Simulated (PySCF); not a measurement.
C$_{3}$H$_{6}$BrGaO, singlet, geometry from GFN2-xTB (such geometries of metal compounds can be far from the true shape); DF-R2SCAN/6-311G** (PySCF).

Input for PySCF:
```python
from pyscf import gto, scf, dft

mol = gto.Mole()
mol.atom = '''
    Ga   -0.20648870   -0.05732210   -0.29748020
    Br    0.88549355    1.06980087    1.35955410
    C    -1.31470508    0.84801979   -1.73524642
    C    -1.95078758    0.14310777   -2.65314763
    H    -1.35946085    1.93187849   -1.70910868
    H    -2.54734347    0.60916582   -3.42621928
    H    -1.90658709   -0.93840872   -2.67679142
    O     0.09360401   -1.74826410   -0.08123604
    C     0.01213904   -3.12575697   -0.37388751
    H    -0.14208019   -3.30060355   -1.44135142
    H     0.94851098   -3.59955181   -0.06961395
    H    -0.81287385   -3.57463635    0.18415536
'''
mol.basis = '6-311g**'
mol.verbose = 4
mol.max_memory = 1800
mol.build()

mf = dft.RKS(mol)
mf.xc = 'r2scan'
mf = mf.density_fit(auxbasis='def2-universal-jkfit')
mf.kernel()
```

It wrote (shortened):

```
PySCF version 2.14.0

[INPUT] verbose = 4
[INPUT] num. atoms = 12
[INPUT] num. electrons = 98
[INPUT] charge = 0
[INPUT] spin (= nelec alpha-beta = 2S) = 0
[INPUT] symmetry False subgroup None
[INPUT] Mole.unit = angstrom
[INPUT] Symbol           X                Y                Z      unit          X                Y                Z       unit  Magmom
[INPUT]  1 Ga    -0.206488700000  -0.057322100000  -0.297480200000 AA   -0.390207090817  -0.108323069885  -0.562156105481 Bohr   0.0
[INPUT]  2 Br     0.885493550000   1.069800870000   1.359554100000 AA    1.673340294569   2.021630652121   2.569184900530 Bohr   0.0
[INPUT]  3 C     -1.314705080000   0.848019790000  -1.735246420000 AA   -2.484432535774   1.602525151311  -3.279140492432 Bohr   0.0
[INPUT]  4 C     -1.950787580000   0.143107770000  -2.653147630000 AA   -3.686454253403   0.270434491597  -5.013722388739 Bohr   0.0
[INPUT]  5 H     -1.359460850000   1.931878490000  -1.709108680000 AA   -2.569008683568   3.650721252038  -3.229747322317 Bohr   0.0
[INPUT]  6 H     -2.547343470000   0.609165820000  -3.426219280000 AA   -4.813781503499   1.151156564246  -6.474616081904 Bohr   0.0
[INPUT]  7 H     -1.906587090000  -0.938408720000  -2.676791420000 AA   -3.602927432731  -1.773335473704  -5.058402676386 Bohr   0.0
[INPUT]  8 O      0.093604010000  -1.748264100000  -0.081236040000 AA    0.176885943061  -3.303740342409  -0.153513867044 Bohr   0.0
[INPUT]  9 C      0.012139040000  -3.125756970000  -0.373887510000 AA    0.022939461015  -5.906824605250  -0.706544995296 Bohr   0.0
[INPUT] 10 H     -0.142080190000  -3.300603550000  -1.441351420000 AA   -0.268492646826  -6.237236755267  -2.723759433053 Bohr   0.0
[INPUT] 11 H      0.948510980000  -3.599551810000  -0.069613950000 AA    1.792425978343  -6.802167092082  -0.131551299949 Bohr   0.0
[INPUT] 12 H     -0.812873850000  -3.574636350000   0.184155360000 AA   -1.536108950321  -6.755083696415   0.348003194771 Bohr   0.0

nuclear repulsion = 709.063972526733
number of shells = 92
number of NR pGTOs = 340
number of NR cGTOs = 196
basis = 6-311g**
ecp = {}

******** <class 'pyscf.df.df_jk.DFRKS'> ********
method = DFRKS
initial guess = minao
damping factor = 0
level_shift factor = 0
DIIS = <class 'pyscf.scf.diis.CDIIS'>
diis_start_cycle = 1
diis_space = 8
diis_damp = 0
SCF conv_tol = 1e-09
SCF conv_tol_grad = None
SCF max_cycles = 50
direct_scf = False
XC library pyscf.dft.libxc version 7.1.2
    S. Lehtola, C. Steigemann, M. J. T. Oliveira, and M. A. L. Marques,  SoftwareX 7, 1–5 (2018)
XC functionals = r2scan
    J. W. Furness, A. D. Kaplan, J. Ning, J. P. Perdew, and J. Sun,  J. Phys. Chem. Lett. 11, 8208–8215 (2020)
    J. W. Furness, A. D. Kaplan, J. Ning, J. P. Perdew, and J. Sun,  J. Phys. Chem. Lett. 11, 9248–9248 (2020)
    J. W. Furness, A. D. Kaplan, J. Ning, J. P. Perdew, and J. Sun,  J. Phys. Chem. Lett. 11, 8208–8215 (2020)
    J. W. Furness, A. D. Kaplan, J. Ning, J. P. Perdew, and J. Sun,  J. Phys. Chem. Lett. 11, 9248–9248 (2020)
radial grids:
    Treutler-Ahlrichs [JCP 102, 346 (1995); DOI:10.1063/1.469408] (M4) radial grids

becke partition: Becke, JCP 88, 2547 (1988); DOI:10.1063/1.454033
pruning grids: <function nwchem_prune>
grids dens level: 3
symmetrized grids: False
atomic radii adjust function: <function treutler_atomic_radii_adjust>
small_rho_cutoff = 0
Set gradient conv threshold to 3.16228e-05
Initial guess from minao.
tot grids = 156616
init E= -4687.21104221571
  HOMO = -0.311004634322684  LUMO = -0.114503560727657  gap/eV = 5.34707
cycle= 1 E= -4691.76152418074  delta_E= -4.55  |g|= 2.67  |ddm|= 2.97
  HOMO = -0.0774273856268228  LUMO = -0.0350685237635278  gap/eV = 1.15264
cycle= 2 E= -4690.12316484666  delta_E= 1.64  |g|= 3.29  |ddm|= 2.47
  HOMO = -0.219138999734188  LUMO = -0.065948166115775  gap/eV = 4.16853
cycle= 3 E= -4691.59828359062  delta_E= -1.48  |g|= 1.55  |ddm|= 2.56
  HOMO = -0.246809055525368  LUMO = -0.0688758330415445  gap/eV = 4.84181
cycle= 4 E= -4692.0110261358  delta_E= -0.413  |g|= 0.415  |ddm|= 0.96
  HOMO = -0.252483673101742  LUMO = -0.0717895377458778  gap/eV = 4.91694
cycle= 5 E= -4692.01712785238  delta_E= -0.0061  |g|= 0.32  |ddm|= 0.485
  HOMO = -0.240556719449395  LUMO = -0.0738662160370173  gap/eV = 4.53588
cycle= 6 E= -4692.03637158535  delta_E= -0.0192  |g|= 0.0715  |ddm|= 0.258
  HOMO = -0.237252290455374  LUMO = -0.0734596609841696  gap/eV = 4.45702
cycle= 7 E= -4692.03740963984  delta_E= -0.00104  |g|= 0.038  |ddm|= 0.0725
  HOMO = -0.239856146120402  LUMO = -0.0731129896182694  gap/eV = 4.53731
cycle= 8 E= -4692.03774215396  delta_E= -0.000333  |g|= 0.00648  |ddm|= 0.0245
  HOMO = -0.240246777227579  LUMO = -0.0728641814441208  gap/eV = 4.55471
cycle= 9 E= -4692.03774889426  delta_E= -6.74e-06  |g|= 0.00172  |ddm|= 0.0061
  HOMO = -0.240387158893461  LUMO = -0.0730302943599318  gap/eV = 4.55401
cycle= 10 E= -4692.03774955881  delta_E= -6.65e-07  |g|= 0.000492  |ddm|= 0.00218
  HOMO = -0.240353579281251  LUMO = -0.072984902367321  gap/eV = 4.55433
cycle= 11 E= -4692.03774962659  delta_E= -6.78e-08  |g|= 0.000109  |ddm|= 0.000573
  HOMO = -0.240354753909745  LUMO = -0.0729921202708864  gap/eV = 4.55417
cycle= 12 E= -4692.03774962973  delta_E= -3.14e-09  |g|= 2.84e-05  |ddm|= 0.000146
  HOMO = -0.240354069946543  LUMO = -0.0729896265780853  gap/eV = 4.55422
cycle= 13 E= -4692.03774962996  delta_E= -2.32e-10  |g|= 8.49e-06  |ddm|= 3.95e-05
  HOMO = -0.240354108577124  LUMO = -0.0729899392119097  gap/eV = 4.55421
Extra cycle  E= -4692.03774962994  delta_E= 1.91e-11  |g|= 1.25e-05  |ddm|= 1.94e-05
converged SCF energy = -4692.03774962994
```
